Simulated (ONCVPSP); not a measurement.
# Cutoff test, holmium, ONCV

- Element: holmium
- Generator: ONCVPSP 4.0.1
- Type: optimised norm-conserving Vanderbilt (ONCV)
- Functional: PBE
- Relativity: scalar-relativistic
- Frozen core: [Kr] 4d10
- Valence charge: 21
- Reference configuration: 4f11 5s2 5p6 6s1 (charge +1)
- Partial waves: 5s+6s: rc 1.75 bohr, ncon 3, nbas 6, qcut 5.4 1/bohr, 3 projectors, debl 3.7 Ha; 5p: rc 1.75 bohr, ncon 4, nbas 8, qcut 8.5 1/bohr, 2 projectors, debl 2.7 Ha; d scattering state at 0.28 Ha: rc 1.90 bohr, ncon 4, nbas 7, qcut 5.8 1/bohr, 3 projectors, debl 3.5 Ha; 4f: rc 1.25 bohr, ncon 5, nbas 10, qcut 14 1/bohr, 2 projectors, debl 0.4 Ha
- Local potential: polynomial inside 0.85 bohr (lpopt 3, dvloc0 0 Ha)
- Core correction: polynomial model core, fcfact 0.45

In the d channel the program set the typed energies aside and used 0.050, 3.550, 7.050 Ha.

Task: For each optimised wave give the share of its norm inside rc, the residual kinetic energy above qcut (Ha) and the cutoffs (Ha) for errors of 10, 1, 0.1 and 0.01 mHa per electron.

Result:

```csv
wave,norm inside rc,residual KE,10 mHa,1 mHa,0.1 mHa,0.01 mHa
5s,0.870,1.8e-04,9.3,12.4,20.4,51.3
6s,0.046,8.6e-05,6.7,11.3,14.4,31.8
s projector 3,0.079,1.6e-03,11.9,15.5,29.5,48.3
5p,0.715,8.4e-08,15.7,21.9,26.6,30.1
p projector 2,0.072,2.8e-07,14.7,22.0,27.1,31.1
d projector 1,0.108,1.7e-06,5.7,8.4,10.8,12.9
d projector 2,0.121,5.3e-05,9.5,11.1,12.5,38.9
d projector 3,0.121,2.9e-03,13.8,18.9,27.4,78.1
4f,0.837,8.5e-05,78.3,87.9,97.2,313.0
f projector 2,0.006,8.3e-07,47.3,65.9,79.2,89.0
```

The occupied waves need 88 Ha and 97 Ha for 1 and 0.1 mHa. Rows with under 1 % of the norm inside rc give no meaningful cutoff. Note: no bound ghost flagged; GHOST(+) flagged for s at 18.6 eV, p at 131.1 eV. Tests left out (the all-electron energies of this program are off by 10 to 40 meV for near-neutral 4f atoms).
